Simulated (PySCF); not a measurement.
Dipole response of Zr (zirconium, neutral)

[Kr] 4d2 5s2, high-spin 3F determinant. All numbers are calculated (PySCF 2.14, scalar relativity through the core potential, in aug-cc-pV5Z-PP with ECP28MDF (8s8p7d5f4g3h2i, 197 functions)). Coupled (time-dependent) response in atomic units; α is the mean over directions.

| method | mean α (bohr³) | C₆ (like pair) | S(−4) |
| --- | --- | --- | --- |
| PBEsol | 118.8 | 1645 | 6331 |

S(−4) is the Cauchy moment in α(ω) = α(0) + S(−4) ω² + …

Reference α: 112 ± 13 bohr³ (recommended; Schwerdtfeger and Nagle, table of static dipole polarizabilities (2023 update)). Published C₆: 1360 (Gould and Bucko (2016)).

Spin-orbit coupling is absent.

α(iu) at PBEsol:

```json
{"u (hartree)": "0", "α(iu) (bohr³)": "118.8"}
{"u (hartree)": "0.0500", "α(iu) (bohr³)": "105.3"}
{"u (hartree)": "0.100", "α(iu) (bohr³)": "80.28"}
{"u (hartree)": "0.200", "α(iu) (bohr³)": "44.39"}
{"u (hartree)": "0.300", "α(iu) (bohr³)": "27.58"}
{"u (hartree)": "0.500", "α(iu) (bohr³)": "14.31"}
{"u (hartree)": "0.750", "α(iu) (bohr³)": "8.399"}
{"u (hartree)": "1.00", "α(iu) (bohr³)": "5.727"}
{"u (hartree)": "1.50", "α(iu) (bohr³)": "3.249"}
{"u (hartree)": "2.00", "α(iu) (bohr³)": "2.101"}
{"u (hartree)": "3.00", "α(iu) (bohr³)": "1.075"}
{"u (hartree)": "5.00", "α(iu) (bohr³)": "0.4278"}
```

Energies and moments cover only the electrons outside the core potential.
